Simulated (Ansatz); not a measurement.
System: InI2, charge 0, multiplicity 2. SMILES: [I][In][I]
Geometry from a B3LYP-D3(BJ)/def2-TZVP (Ansatz, a quantum-chemistry and plane-wave program) optimisation:
```xyz
3

In     0.7797     0.3819     0.2539
I     -0.7476     1.6431    -1.6656
I      0.0268    -1.9962     1.4308
```
Charge 0, spin multiplicity 2.

Property: atomisation energy, in kcal/mol. Conventions: UHF or UKS for open shells; spin-orbit terms left out; def2 sets with scalar-relativistic core potentials past Kr; atomisation electronic, to ground-state atoms; no dispersion term unless named; LANL2DZ with its own core potentials from Na on; STO-3G and 3-21G all-electron and non-relativistic. Ab initio and DFT rows: single points at B3LYP-D3(BJ) geometries (Ansatz). The spin state of an ion or metal species was assumed, not searched.

```
level           program  atomisation energy (kcal/mol)
--------------  -------  -----------------------------
PBE/STO-3G       Ansatz                          201.9
PBE/3-21G        Ansatz                          118.2
PBE/LANL2DZ      Ansatz                          113.0
PBE/def2-SVP     Ansatz                          116.7
PBE/def2-TZVPD   Ansatz                          117.4
```

No value to compare with is used here. The 4 habitual levels span 113.0 (PBE/LANL2DZ) to 201.9 kcal/mol (PBE/STO-3G); PBE/def2-TZVPD gives 117.4.

The sets are all those run for this method; runs whose electronic state is in doubt are left out.
